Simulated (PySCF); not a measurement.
Runs that did not reach their result, on `[SiH3]N([SiH3])B[AsH2]` (driver script around PySCF, density fitting, GFN2-xTB geometry as the base; each input is a line of settings and coordinates in Å).

Command:
```bash
OMP_NUM_THREADS=1 python probes_run.py task.json out
```
Input:
```
{"job": {"kind": "nmr", "xc": "PBE0", "basis": "LANL2DZ", "pop": true, "scf": {"diis": false, "max_cycle": 58}}, "charge": 0, "multiplicity": 1}
Si    -1.618144    -1.238835    -0.162520
N     -0.291145    -0.218379     0.378301
Si    -0.655643     1.488951     0.582506
B      1.001640    -0.740035     0.581833
As     2.591941     0.372292     1.115629
H     -2.673114    -1.154230     0.849477
H     -2.072101    -0.717251    -1.454558
H     -1.132324    -2.606992    -0.297847
H     -2.089900     1.584005     0.857481
H      0.121200     1.992552     1.720701
H     -0.316598     2.190541    -0.661182
H      1.136078    -1.908620     0.485951
H      3.557439    -0.414747     0.264140
H      2.439993     1.370274    -0.002052
```

Output:
```
final grid: 107480 points
cycle   1  E = -98.3818471698  dE = -1.406e+01  |g| = 9.657e-01  |ddm| = 4.754e+00
cycle   2  E = -98.4177816496  dE = -3.593e-02  |g| = 1.032e+00  |ddm| = 2.722e+00
cycle   3  E = -97.5078295133  dE =  9.100e-01  |g| = 1.882e+00  |ddm| = 3.193e+00
cycle   4  E = -89.7131490391  dE =  7.795e+00  |g| = 3.576e+00  |ddm| = 1.356e+01
cycle   5  E = -73.1438060041  dE =  1.657e+01  |g| = 5.625e+00  |ddm| = 1.962e+01
cycle   6  E = -50.5980636640  dE =  2.255e+01  |g| = 4.256e+00  |ddm| = 3.953e+01
cycle   7  E = -56.9016467424  dE = -6.304e+00  |g| = 5.416e+00  |ddm| = 5.815e+01
cycle   8  E = -49.9259167832  dE =  6.976e+00  |g| = 4.852e+00  |ddm| = 5.727e+01
cycle   9  E = -55.9090512977  dE = -5.983e+00  |g| = 5.419e+00  |ddm| = 5.966e+01
cycle  10  E = -50.6279293810  dE =  5.281e+00  |g| = 4.331e+00  |ddm| = 5.822e+01
... (38 lines left out)
cycle  49  E = -64.8878543271  dE = -1.888e+01  |g| = 4.950e+00  |ddm| = 3.729e+01
cycle  50  E = -45.9416907485  dE =  1.895e+01  |g| = 4.676e+00  |ddm| = 3.734e+01
cycle  51  E = -64.9100072019  dE = -1.897e+01  |g| = 4.949e+00  |ddm| = 3.734e+01
cycle  52  E = -45.8570427132  dE =  1.905e+01  |g| = 4.717e+00  |ddm| = 3.741e+01
cycle  53  E = -64.9358907752  dE = -1.908e+01  |g| = 4.948e+00  |ddm| = 3.741e+01
cycle  54  E = -45.7461835457  dE =  1.919e+01  |g| = 4.771e+00  |ddm| = 3.750e+01
cycle  55  E = -64.9675813033  dE = -1.922e+01  |g| = 4.947e+00  |ddm| = 3.750e+01
cycle  56  E = -45.5908286043  dE =  1.938e+01  |g| = 4.842e+00  |ddm| = 3.762e+01
cycle  57  E = -65.0085102659  dE = -1.942e+01  |g| = 4.946e+00  |ddm| = 3.762e+01
cycle  58  E = -45.3543475405  dE =  1.965e+01  |g| = 4.943e+00  |ddm| = 3.779e+01
SCF not converged, last energy = -45.3543475405
```

Rough CPU time on one thread of a shared machine: about 27 s.

Q: What went wrong, and what mends it?

A: The energy swings between two values 20 Eh apart, cycle after cycle, with a gradient of 4.9e+00 at cycle 58; DIIS was off. LANL2DZ replaces inner electrons by core potentials, hence the small total energy. Go back to DIIS. Its energy and orbitals aren't self-consistent and shouldn't be used.

Input:
```
{"job": {"kind": "j", "xc": "PBE0", "basis": "IGLO-II", "scf": {"max_cycle": 72}}, "charge": 0, "multiplicity": 2}
(coordinates as above)
```

Output:
```
KeyError: 'Element as (Z=33) not found in basis IGLO-II version 0'
```

Q: What went wrong, and what mends it?

A: The basis IGLO-II in the Basis Set Exchange has no functions for arsenic, so the input was refused before any integral. Choose a basis that covers all elements. The run gave no result.

The values belong to the conformer `[SiH3:1][N:2]([SiH3:3])[BH:4][AsH2:5]`: Si1–N2–B4–As5 177°, H–As5–B4–N2 -143°, H–As5–B4–N2 -53°.
